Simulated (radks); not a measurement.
All-electron atom: Ar IV in [Ne] 3s2 3p3.

Method: non-relativistic Kohn-Sham, r2SCAN, spin-polarised, spherical densities, point nucleus; open shells are filled with parallel spins first; meta-GGA in the generalised Kohn-Sham scheme; computed with a radial shooting solver on a logarithmic mesh with Libxc functionals.

Energy parts (eV):
| part | energy |
|---|---|
| total | -14270.385 |
| kinetic | 14256.761 |
| electron-nucleus | -33275.566 |
| Hartree | 5554.027 |
| exchange-correlation | -805.607 |

Orbitals (lengths in bohr, moments of r in powers of bohr; <r^-3> diverges for s and p1/2):
orbital  occ.  eigenvalue (eV)  <r^-3>      <r^4>   <1/r>     <r^2>
1s up       1        -3171.904       -  0.0002572   17.54  0.009990
1s down     1        -3170.819       -  0.0002569   17.55  0.009984
2s up       1        -348.3603       -    0.07427   3.549    0.2034
2s down     1        -347.7881       -    0.07340   3.544    0.2031
2p up       3        -281.6669   125.7    0.06510   3.455    0.1753
2p down     3        -280.4663   125.2    0.06424   3.450    0.1751
3s up       1         -68.6691       -      5.663   1.068     1.910
3s down     1         -62.3469       -      6.097   1.055     1.967
3p up       3         -52.3916   13.85      7.990  0.9725     2.223
3p down     0         -46.4258   13.45      8.797  0.9569     2.315

The highest occupied level is 3p up at -52.392 eV. Summed over all electrons, <r^2> = 12.02 bohr^2, which gives a Langevin (diamagnetic) susceptibility term of -9.52 x 10^-6 cm^3/mol. The spin density at the nucleus is 0.2421 e/bohr^3 (1s -0.7793, 2s 0.6013, 3s 0.4201), a Fermi contact field of 12.7 T. Virial ratio -V/T = 2.00096. The density falls to 0.001 e/bohr^3 at r = 2.95 bohr. Spin moment in Bohr magnetons: 3.
